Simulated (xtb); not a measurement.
C6H11FO, singlet, at a GFN2-xTB geometry. Base run: xtb with GFN0-xTB.

Here is a job for xtb.
```
$ xtb mol.xyz --gfn 0 --json

# file mol.xyz
19

C     -1.02746062    -0.80371299     1.46434475
C     -0.74373712     0.01639828     0.24598010
C     -1.59129193     0.96172099    -0.12646761
F     -1.39032724     1.73608407    -1.21477901
C      0.50691632    -0.26617688    -0.55163873
C      0.29148892    -1.46810219    -1.47513336
C      1.72269856    -0.50369535     0.34936205
O      1.87692767     0.59894538     1.21676545
H     -0.31158495    -0.55609502     2.24595766
H     -2.02844664    -0.60539193     1.83745066
H     -0.93890429    -1.86522400     1.24134097
H     -2.51225241     1.21774506     0.37554419
H      0.71807672     0.61463748    -1.16472565
H      0.08772913    -2.36793132    -0.89880917
H      1.17705170    -1.64170097    -2.08194115
H     -0.55036131    -1.28161703    -2.13651593
H      2.61104151    -0.62183918    -0.28761194
H      1.59273281    -1.43193555     0.92489524
H      2.70075702     0.50444144     1.70461943
```

Each row names what was changed in the base input (with any setting that the change needs).

```csv
change,ΔE vs base (mEh),HOMO-LUMO gap (eV)
base,0.000,4.59
acc = 0.1,0.000,4.59
acc = 30,0.000,4.59
file = coord,0.000,4.59
etemp = 1000,0.000,4.59
etemp = 10000,…,4.59
```

Question: Some entries are withheld; supply them.

Answer: 
- etemp = 10000, ΔE vs base (mEh): -17.578
